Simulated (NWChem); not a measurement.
System: CH₅BSe; SMILES [SeH]BC

NWChem input:

```
start job
memory heap 200 mb stack 900 mb global 1100 mb
geometry units angstroms noautoz
  B     -0.626839    -0.998159     0.000269
  H     -1.836547    -1.116601     0.000164
  C      0.331619    -2.237800     0.002183
  H      0.097803    -2.884802    -0.872481
  H      0.109792    -2.868862     0.891712
  H      1.416618    -2.014934    -0.006340
  Se     0.106035     0.786318     0.000071
  H     -1.187965     1.516265     0.000784
end
basis spherical
  B library 3-21g
  H library 3-21g
  C library 3-21g
  Se library 3-21g
end
dft
  xc xpbe96 cpbe96
  iterations 150
  mulliken
end
task dft energy
```

All runs use the structure optimised with PBE-D3(BJ)/def2-SVP.

Problem. Give the results of this calculation. (PBE/3-21G.) Quantities: basis functions; energy (Ha); highest occupied level (eV); orbital gap (eV); dipole (D).

Solution. 
```json
{
 "number_of_basis_functions": "50",
 "energy (Ha)": "-2455.32",
 "highest occupied level (eV)": "-6.30",
 "orbital gap (eV)": "4.73",
 "dipole (D)": "0.40"
}
```
